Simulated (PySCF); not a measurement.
SZn, SMILES [S]=[Zn]. Atoms are numbered in the order given.

```xyz
2

Zn     0.0000     0.0000    -0.7229
S      0.0000     0.0000     1.3554
```
Charge 0, spin multiplicity 1.

Geometry: B3LYP-D3(BJ)/def2-TZVP.

Method: B3LYP-D3(BJ)/def2-TZVP (PySCF).

Frequencies are harmonic and unscaled.

Task: Estimate the vibrational spectrum. (Estimate from the structure and the level; the computed values follow.)

Result: 
```json
[
 {"mode": "1", "ν (cm⁻¹)": "435", "IR (km/mol)": "3.7", "moving atoms (share of kinetic energy)": "S 67 %, Zn 33 %"}
]
```
